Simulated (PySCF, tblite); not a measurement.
A set of runs on `[H]/N=C/C1(N(C)C)CC1`; the geometry of each is named by its level. Settings lines and outputs come from a driver script.

C6H12N2.
SMILES with atom numbers: `[H]/[N:6]=[CH:5]/[C:4]1([N:2]([CH3:1])[CH3:3])[CH2:7][CH2:8]1` (hydrogens: H9, H10, H11 on C1; H12, H13, H14 on C3; H15 on C5; H16 on N6; H17, H18 on C7; H19, H20 on C8)

Step 1: GFN2-xTB geometry optimisation, gas phase (tblite 0.8.0) (from a force-field or distance-geometry start)
```json
{"job": {"kind": "relax", "xc": "GFN2-xTB", "basis": "xTB"}, "charge": 0, "multiplicity": 1}
```
```
step      E/eV     max force
  0    -672.86260    2.377
  1    -673.09295    1.200
  2    -673.16005    0.933
...
 72    -673.52347    0.015
 73    -673.52350    0.015
 74    -673.52353    0.013
 75    -673.52356    0.014
 76    -673.52358    0.010
```

Energy lowered by 15.2 kcal/mol over 76 steps; largest atomic force 0.010 eV/Å at the end. «max force» is the largest atomic force in eV/Å.

On an Arm Neoverse V2 with one thread, shared host with 32 logical CPUs at a one-minute load of 22, this took 0.4 s of wall time.

Step 2: GFN2-xTB harmonic vibrations, gas phase (tblite 0.8.0) (on the GFN2-xTB geometry)
```json
{"job": {"kind": "ir", "xc": "GFN2-xTB", "basis": "xTB"}, "charge": 0, "multiplicity": 1}
```
```
(table of modes left out)
```

54 modes from 71 to 3342 cm⁻¹ (unscaled, harmonic); zero-point energy 107.8 kcal/mol; all wavenumbers are real at this level.

On one thread, Arm Neoverse V2 (aarch64), no GPU, shared host, this took 0.54 s of wall time.

Step 3: TDDFT PBE0/def2-SVPD, vertical, gas phase, core orbitals frozen in the response (PySCF 2.14.0, density-fitted response routines) (on the GFN2-xTB geometry)
```json
{"job": {"kind": "uv", "xc": "PBE0", "basis": "def2-SVPD", "nstates": 6, "ntriplets": 2}, "charge": 0, "multiplicity": 1}
```
```
...
Static polarisability (au): isotropic 85.967, principal 77.175 86.009 94.717
Singlet excitations
state   eV       nm        f      main configurations
  1   4.5835    270.5   0.00054   H->L 0.94
  2   5.5029    225.3   0.00089   H-1->L 0.92
  3   5.8199    213.0   0.01775   H->L+1 0.97
  4   6.5229    190.1   0.05167   H-2->L 0.56, H->L+2 0.37
  5   6.5823    188.4   0.00033   H->L+3 0.99
  6   6.6091    187.6   0.13837   H->L+2 0.55, H-2->L 0.38
Triplet excitations (Tamm-Dancoff, eV): 4.1193 4.6847
```

HOMO -6.23 eV, LUMO -0.29 eV; lowest singlet 4.58 eV; lowest triplet 4.12 eV (Tamm–Dancoff); mean polarisability 86.0 au.

The run took 94 s (grids of density and orbitals included) on an Arm Neoverse N1 with one thread, shared host with 64 logical CPUs at a one-minute load of 21, and the process peaked at 1.0 GiB of memory.

Geometry of the electronic-property runs (GFN2-xTB):
```
atom  x, y, z in Å
C1    -1.2844   -0.7395   -1.3550
N2    -0.9647    0.1574   -0.2650
C3    -1.7904   -0.0731    0.9011
C4     0.4389    0.2432    0.0282
C5     1.1315   -0.9507    0.5460
N6     2.3509   -0.9136    0.8572
C7     0.9286    1.5907    0.5190
C8     1.2445    1.1644   -0.8679
H9    -0.6074   -0.5467   -2.1850
H10   -1.2119   -1.8037   -1.0837
H11   -2.3059   -0.5408   -1.6808
H12   -1.5085    0.6326    1.6804
H13   -1.7044   -1.0937    1.3048
H14   -2.8323    0.0987    0.6300
H15    0.4992   -1.8475    0.6279
H16    2.7399   -1.7883    1.2006
H17    1.7222    1.5742    1.2486
H18    0.1810    2.3554    0.6585
H19    0.7135    1.6354   -1.6802
H20    2.2545    0.8563   -1.0876
```

 (This holds for the electronic-property runs.)

One conformer stands for the species.
